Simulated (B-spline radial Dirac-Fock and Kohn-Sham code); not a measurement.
Model: relaxed Dirac-Fock hole states (ΔSCF) with Breit and QED corrections and a finite nucleus. Program: a radial B-spline solver. Two-hole levels are in intermediate coupling, intensities from independent-particle Coulomb rates.

Task: These computed lines form the K-LL Auger spectrum of a free neutral atom. Which element, and how are the lines assigned?

```
kinetic energy (eV)  relative intensity
            22624.6                  20
            22968.6                  33
            23001.9                   3
            23250.6                  26
            23280.3                   6
            23301.2                   7
            23585.4                 100
            23862.4                   6
            23895.1                  35
```

Result: I ([Kr] 4d10 5s2 5p5). From low to high energy: K-L1L1 ¹S0, K-L1L2 ³P1, K-L1L2 ³P0, K-L1L3 ¹P1, K-L2L2 ³P0, K-L1L3 ³P2, K-L2L3 ¹D2, K-L3L3 ¹S0, K-L3L3 ³P2. The labels give the leading jj configuration and the leading LS term by weight; in heavy atoms the literature often keeps the label of the LS limit instead.
